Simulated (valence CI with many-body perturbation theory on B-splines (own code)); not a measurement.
Values are calculated unless marked as measured or tabulated.
# Energy levels of Ni15+

Level of theory: configuration interaction combined with many-body perturbation theory (CI+MBPT): three valence electrons over a frozen Dirac-Fock core [Ne], radial functions for each j: 11 s, 11 p, 10 d, 8 f, 5 g, 2 h, with the one-electron correlation potential Σ1 (screened to all orders), the two-electron term Σ2, the three-electron term Σ3, Breit, model QED; selected single and double excitations, second order for the rest, scaled by the run's own slope (own B-spline code, finite nucleus).

No measured spectrum was set against this ion. As an estimate, levels of excited configurations hold to 0.05 to 0.15 % of their energy, terms of the ground configuration to about 0.5 %.

Levels 136 to 173 of 173, with energies above the lowest level, 3s2 3p 2P°_1/2. "Leading %" is the weight of the configuration and term that name the level; weights of strongly mixed levels are sums over their largest components and can fall short.

```
No.  Configuration  Term     J  E (eV)  Leading %  Second component      g
136       3s 3p 4s   2P°   1/2  261.25         95                    0.692
137            3d3    4F   3/2  261.63         99                    0.399
138            3d3    4F   5/2  261.80         99                    1.028
139            3d3    4F   7/2  262.03         99                    1.237
140            3d3    4F   9/2  262.29         99                    1.331
141         3s2 4d    2D   3/2  262.72         94                    0.799
142         3s2 4d    2D   5/2  262.96         94                    1.200
143       3s 3p 4s   2P°   3/2  263.68         93                    1.346
144            3d3    2G   7/2  265.76         99                    0.889
145            3d3    2G   9/2  265.85         72       27 % 3d3 2H  1.057
146            3d3    4P   1/2  266.41         98                    2.648
147            3d3    4P   3/2  266.48         96                    1.720
148            3d3    2H  11/2  266.60         99                    1.090
149            3d3    2H   9/2  266.60         72       27 % 3d3 2G  0.963
150            3d3    4P   5/2  266.70         99                    1.599
151            3d3    2D   3/2  268.51         70       26 % 3d3 2P  0.957
152            3d3    2P   1/2  268.91         97                    0.687
153            3d3    2D   5/2  269.00         98                    1.200
154            3d3    2P   3/2  269.41         69       28 % 3d3 2D  1.186
155            3d3    2F   7/2  271.69         98                    1.142
156            3d3    2F   5/2  271.81         98                    0.857
157       3s 3p 4p    4D   1/2  272.33         67  30 % 3s 3p 4p 2P  0.229
158       3s 3p 4p    4D   3/2  273.26         65  28 % 3s 3p 4p 2P  1.243
159       3s 3p 4p    2P   1/2  274.64         63  30 % 3s 3p 4p 4D  0.513
160       3s 3p 4p    2P   3/2  274.69         44  26 % 3s 3p 4p 4D  1.369
161       3s 3p 4s   2P°   1/2  274.84         94                    0.671
162       3s 3p 4s   2P°   3/2  275.02         94                    1.336
163       3s 3p 4p    4D   5/2  275.05         93   5 % 3s 3p 4p 4P  1.380
164       3s 3p 4p    4P   1/2  275.70         94                    2.611
165         3s2 4f   2F°   5/2  276.27         96                    0.856
166         3s2 4f   2F°   7/2  276.34         96                    1.143
167       3s 3p 4p    4P   3/2  276.69         67  11 % 3s 3p 4p 4S  1.659
168       3s 3p 4p    4D   7/2  277.19         98                    1.429
169       3s 3p 4p    2D   3/2  277.85         64  21 % 3s 3p 4p 4S  1.152
170       3s 3p 4p    4P   5/2  277.97         79  13 % 3s 3p 4p 2D  1.531
171            3d3    2D   5/2  278.45         96                    1.203
172            3d3    2D   3/2  278.54         90   6 % 3s 3p 4p 4S  0.882
173       3s 3p 4p    4S   3/2  278.75         50  22 % 3s 3p 4p 2D  1.554
```

Names give the largest LS component (configuration and term), which can be under half, so a name can repeat, a term be missing and a line seem to break the LS rules; names also repeat where a configuration has a term twice.

Where two levels of one J and parity lie close, their mixing, g and order are uncertain.
